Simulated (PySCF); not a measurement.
Computed properties of C2H8F2Si2, SMILES CC([SiH2]F)[SiH2]F

C2H8F2Si2, SMILES CC([SiH2]F)[SiH2]F. The structure is a stationary point at B3LYP-D3(BJ)/def2-SVP. The structure was generated by enumeration, and PubChem lists no compound with its InChIKey, so it may never have been made. The values are those of a single conformer. All values are computed for the isolated molecule unless a solvent is named; none is compared with measurement here.

**Structure.** All 36 harmonic modes at B3LYP-D3(BJ)/def2-SVP (PySCF) are real, so it is a minimum. With heavy atoms numbered as in [CH3:1][CH:2]([SiH2:3][F:4])[SiH2:5][F:6], the shortest bond between them is C1–C2 at 1.546 Å and the longest C2–Si5 at 1.881 Å.

**Vibrations.** The strongest infrared lines (harmonic, unscaled, degenerate partners summed) lie at 902 cm⁻¹ (273 km/mol, H 73 %, Si 19 %), 2232 cm⁻¹ (207 km/mol, H 97 %), 968 cm⁻¹ (189 km/mol, H 89 %, Si 9 %). The softest mode is at 52 cm⁻¹ and the zero-point energy is 60.1 kcal/mol.

**Electronic structure.** HF/def2-TZVP (PySCF) places the frontier levels at -11.59 and 2.91 eV, a gap of 14.50 eV, and gives a dipole moment of 3.07 D and a mean polarisability of 66.4 bohr³. PBE/def2-TZVP (PySCF) at the same geometry gives -7.24 and -1.11 eV, so its gap is 8.37 eV narrower. An orbital gap is neither the optical nor the fundamental gap.

**Excitations.** TDDFT-B3LYP/def2-SVPD (PySCF) has S1 at 6.89 eV (180 nm, f = 0.035, weak); the most intense of the 10 singlets computed lies at 8.39 eV (f = 0.24). T1 (TDA) is at 6.56 eV. TDDFT-PBE/def2-SVPD (PySCF) puts S1 at 6.30 eV. No vertical singlet excitation falls in the visible range (under 3.1 eV).

**NMR.** GIAO shifts at B3LYP/pcSseg-1 (PySCF) (non-relativistic, atoms alike by connectivity averaged): ¹³C from 10.0 to 12.8 ppm against TMS; ¹H from 0.5 to 5.3 ppm against TMS; ²⁹Si at 9.8 ppm against TMS; ¹⁹F at -226.1 ppm against CFCl3.

**Solvation.** SMD-PBE0/def2-SVP (PySCF) gives 0.4 kcal/mol in water, -3.8 kcal/mol in chloroform, -2.7 kcal/mol in dimethylsulfoxide (1 M in both phases, gas-phase geometry); of these solvents chloroform holds the molecule best.
